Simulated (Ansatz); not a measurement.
`[GaH2][CH]1CO1` and `[ZnH][CH2]C1CO1` differ in one atom or group.

Ansatz, PBE0-D4/def2-TZVP geometries, multiplicity 1. Each molecule was computed in one conformer, which needn't be the lowest.

Scalar relativity is left out up to krypton.

| property | `[GaH2][CH]1CO1` |
| --- | --- |
| HOMO–LUMO gap (ωB97M-V/def2-TZVPP) / eV | 9.64 |
| LUMO energy (PBE0/def2-TZVPP) / eV | -1.70 |
| size of the dipole moment (B3LYP/def2-TZVPP) / D | 1.68 |
| HOMO–LUMO gap (PBE0/def2-TZVPP) / eV | 5.65 |
| LUMO energy (B3LYP/def2-TZVPP) / eV | -2.00 |
| size of the dipole moment (PBE/def2-TZVPP) / D | 1.52 |

**Question.** What does the change do to each property? (Estimate.)

**Answer.** Ansatz gave: 
```tsv
property	`[ZnH][CH2]C1CO1`	shift
HOMO–LUMO gap (ωB97M-V/def2-TZVPP) / eV	10.53	0.89
LUMO energy (PBE0/def2-TZVPP) / eV	-0.25	1.45
size of the dipole moment (B3LYP/def2-TZVPP) / D	2.23	0.55
HOMO–LUMO gap (PBE0/def2-TZVPP) / eV	7.02	1.37
LUMO energy (B3LYP/def2-TZVPP) / eV	-0.52	1.48
size of the dipole moment (PBE/def2-TZVPP) / D	2.11	0.59
```

With PBE0 the HOMO rises by 0.09 eV and the LUMO rises by 1.45 eV, so the gap widens by about 1.36 eV. PBE moves the HOMO by -0.23 eV and ωB97M-V by 0.20 eV. Dipoles are sizes alone; their direction can turn.

B3LYP here is the variant with VWN-RPA as its local correlation; programs differ in this.
